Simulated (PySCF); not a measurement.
## input.py for SeCl

File input.py (PySCF 2.14):

```python
from pyscf import gto, scf, mp

mol = gto.M(
    atom='Se 0 0 0; Cl 0 0 1.877',
    basis='6-31g',
    charge=0,
    spin=1,
    verbose=3,
)
mf = scf.UHF(mol)
mf.kernel()
mp.MP2(mf, frozen=14).kernel()
mf.dip_moment()
print('orbital energies (hartree):', [e[max(0, n-3):n+3].round(4) for e, n in zip(mf.mo_energy, mol.nelec)])
```

```bash
$ OMP_NUM_THREADS=1 python input.py
```

Output (some set-up lines and the per-cycle HOMO/LUMO lines with their warnings removed):

```
converged SCF energy = -2858.85290444229  <S^2> = 0.75295711  2S+1 = 2.0029549
E(UMP2) = -2859.05790769159  E_corr = -0.205003249296561
E(SCS-UMP2) = -2859.04267432142  E_corr = -0.189769879122004
Dipole moment(X, Y, Z, Debye):  0.00000, -0.00000, -0.75610
orbital energies (hartree): [array([-0.5551, -0.3995, -0.3598,  0.1033,  0.2992,  0.3743]), array([-0.5339, -0.5229, -0.337 , -0.0171,  0.1204,  0.3141])]
```

In short: E(SCF) = -2858.852904 Eh, E(MP2) − E(SCF) = -0.20500 Eh, ⟨S²⟩ = 0.753, μz(SCF) = -0.76 D.

Run time: 1.4 s on 1 thread of Arm Neoverse V1 (shared host), peak memory 0.12 GiB.

The bond length is a typed value, not an optimised one. No search for the lowest solution was made.
